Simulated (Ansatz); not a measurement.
Consider the atomization: `C=C[SiH2][S][AlH2]` → Al• + 2 C• + 7 H• + S• + Si•.

Calculated with Ansatz (gas phase, PBE0-D4/def2-TZVP geometries, no zero-point term in ΔE). CCSD(T)/CBS is the MP2 limit (def2-TZVPP, def2-QZVPP) plus CCSD(T) − MP2 in def2-TZVPP, frozen cores. This one scheme is used for every species, atoms too. DFT in def2-TZVPP. B3LYP here is the variant with VWN-RPA as its local correlation; programs differ in this. Open shells (•) are unrestricted, without spin–orbit coupling. Spin–orbit coupling would lower the free atoms: a little for Al, C, S, Si. Each species was taken in one conformer, which may not be the lowest.

```json
{"level": "PBE-D4", "ΔE (kJ/mol)": "4162.2"}
{"level": "PBE", "ΔE (kJ/mol)": "4129.4"}
{"level": "B3LYP", "ΔE (kJ/mol)": "4074.3"}
{"level": "CCSD/def2-TZVPP", "ΔE (kJ/mol)": "3974.0"}
```

Problem. What does CCSD(T)/CBS give? (Estimate.)

Solution. The calculation gave: +4140.7 kJ/mol. The listed levels differ from it by 21.5, -11.3, -66.4, -166.7 kJ/mol.

Largest T1 diagnostic among the species: 0.018.

In def2-TZVPP, CCSD(T) changes the Hartree–Fock value by +915.8 kJ/mol (the triples alone add +57.2 kJ/mol) and MP2 by +950.6 kJ/mol; breaking electron pairs costs correlation energy, which Hartree–Fock lacks. The D4 term adds +53.2 kJ/mol with B3LYP and +28.2 kJ/mol with PBE0; it sums over pairs of atoms, weighted by their polarisabilities, and B3LYP, whose exchange is more repulsive, gets the larger term. From PBE to PBE0 (25 % exact exchange), in def2-TZVPP and without D4, ΔE moves by −30.9 kJ/mol: exact exchange takes away binding that semilocal exchange gives to molecules.

For atomizations the MP2-based limit and the directly extrapolated one differ by several kJ/mol either way, and by 10 to 25 for some Ge, Se and Sn compounds, so smaller differences from it don't rank the levels.
